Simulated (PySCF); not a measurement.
bromine monochloride cation (BrCl), SMILES BrCl (connectivity only; charge and spin as stated), charge +1, multiplicity 2.

The structure is a stationary point at r2SCAN-D4/def2-TZVP. The spin state was assumed, not searched.

Calculation: r2SCAN/def2-TZVPD run with PySCF.

Gas-phase values at a fixed geometry.

Computed frontier levels, dipole moment:
```json
{
  "α spin, highest occupied and lowest empty level": "-14.91 and -11.41 eV",
  "β spin, highest occupied and lowest empty level": "-14.63 and -14.25 eV",
  "dipole_moment_about_the_centre_of_nuclear_charge": "0.53 D",
  "⟨S²⟩": "0.754 (pure state 0.75)"
}
```
